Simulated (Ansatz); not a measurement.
`O[SiH]1CN1` + NH₃ → `N[SiH]1CN1` + H₂O at 500 K and 1 bar (ligand exchange at the Si–O bond).

Computed with Ansatz on PBE0-D4/def2-TZVP structures; ΔE is electronic, products minus reactants. CBS: MP2 limit from def2 TZ/QZ plus the TZ coupled-cluster correction, frozen cores. This one scheme is used for every species. One conformer a species, not always the lowest.

```tsv
species	CCSD(T)/CBS energy (Eh)	H − E (kJ/mol)	S (J/(mol·K))
`O[SiH]1CN1`	-460.03264	208.9	350.0
NH₃	-56.50880	108.2	211.8
`N[SiH]1CN1`	-440.14633	242.7	366.3
H₂O	-76.37941	73.2	206.3
```

H − E and S are ideal-gas, rigid-rotor, harmonic terms from PBE0-D4/def2-TZVP, for one conformer and one mirror image of each species. 1 Eh = 2625.50 kJ/mol, R = 8.31446 J/(mol·K).

By hand: ΔE, ΔH, ΔS and ΔG.

ΔE = (-440.14633) + (-76.37941) − (-460.03264) − (-56.50880) = 0.01570 Eh = 41.2 kJ/mol. Δ(H − E) = 242.7 + 73.2 − 208.9 − 108.2 = -1.2, so ΔH = 40.0 kJ/mol. ΔS = 366.3 + 206.3 − 350.0 − 211.8 = 10.8 J/(mol·K). ΔG = 40.0 − 500 × (10.8)/1000 = 34.6 kJ/mol.

By hand: the equilibrium constant, and the temperature at which ΔG would vanish if ΔH and ΔS stayed fixed.

log₁₀ K = −ΔG/(RT ln 10) = -3.6. ΔG = 0 at ΔH/ΔS = 3704 K, far beyond where these terms or the molecules hold.

The number of gas molecules stays the same, so ΔS is small and ΔH decides. A doubt of 5 kJ/mol in ΔE shifts log₁₀ K by 0.5 here. Other conformers and mirror images would add mixing entropy, several J/(mol·K) or more a flexible species. These are equilibria of isolated gas molecules and say nothing of rates. Largest T1 diagnostic: 0.012 (customary marks: 0.02 for closed shells, 0.045 for open ones).
